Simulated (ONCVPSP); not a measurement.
**Configuration tests for Zn (Z = 30) (ONCV)**

zinc, optimised norm-conserving Vanderbilt (ONCV), made with ONCVPSP 4.0.1 (LDA (Perdew-Zunger), scalar-relativistic). Core [Ar], reference 3d10 4s1 (charge +1). Waves: 4s: rc 2.10 bohr, ncon 3, nbas 7, qcut 3.3 1/bohr, 1 projector; p scattering state at 0.31 Ha: rc 2.20 bohr, ncon 3, nbas 7, qcut 3.7 1/bohr, 1 projector; 3d: rc 0.70 bohr, ncon 4, nbas 8, qcut 11.7 1/bohr, 2 projectors, debl 1.9 Ha; f scattering state at 0.07 Ha: rc 1.65 bohr, ncon 3, nbas 7, qcut 6.4 1/bohr, 2 projectors, debl 0.6 Ha. Local part: polynomial inside 0.60 bohr (lpopt 5, dvloc0 6 Ha). Core correction: Teter function fitted to the true core (icmod 2), fcfact 0.45.

In the p channel the program set the typed energies aside and used 0.050 Ha.

Energies are relative to the spin-unpolarised reference configuration 3d10 4s1; without spin polarisation the order of configurations can differ from experiment.

```json
{"valence configuration": "3d10 4s2", "charge": "0", "ΔE all-electron (eV)": "-10.190", "error AE − PS (meV)": "-1.9"}
{"valence configuration": "3d10 4s0", "charge": "+2", "ΔE all-electron (eV)": "18.769", "error AE − PS (meV)": "-13"}
{"valence configuration": "3d9 4s0", "charge": "+3", "ΔE all-electron (eV)": "59.659", "error AE − PS (meV)": "-135"}
{"valence configuration": "3d10 4s0 4p2", "charge": "0", "ΔE all-electron (eV)": "0.564", "error AE − PS (meV)": "+16"}
```

Levels in the configuration 3d10 4s0:

| level | all-electron (eV) | pseudo (eV) |
| --- | --- | --- |
| 3d | -31.222 | -31.192 |

Note: ghosts flagged at negative energy: s at -332.7 eV, p at -73.7 eV; GHOST(+) flagged for f at 74.6 eV. A true bound ghost makes a file unfit for plane-wave use.
